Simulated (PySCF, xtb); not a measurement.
Sn(Me)2(Cl)2 (C₂H₆Cl₂Sn), SMILES [Cl][Sn]([CH3])([Cl])[CH3].

Harmonic wavenumbers (cm⁻¹) from xtb with GFN2-xTB at its own minimum, in rising order: 30, 39, 94, 100, 109, 111, 113, 289, 310, 416, 475, 688, 701, 723, 738, 1198, 1213, 1416, 1418, 1420, 1422, 3032, 3033, 3050, 3053, 3056, 3058.

Problem. What does B3LYP-D3(BJ)/def2-SVP (PySCF 2.14.0) give at its own minimum? (An estimate is asked for; the answer gives what the named calculation found.)

Solution. 12, 25, 103, 112, 124, 129, 131, 355, 367, 504, 539, 732, 744, 782, 798, 1207, 1214, 1424, 1426, 1427, 1433, 3052, 3053, 3166, 3166, 3174, 3174. Paired by order, the mean absolute difference is 42 cm⁻¹ and the zero-point energies are 44.7 and 46.3 kcal/mol.
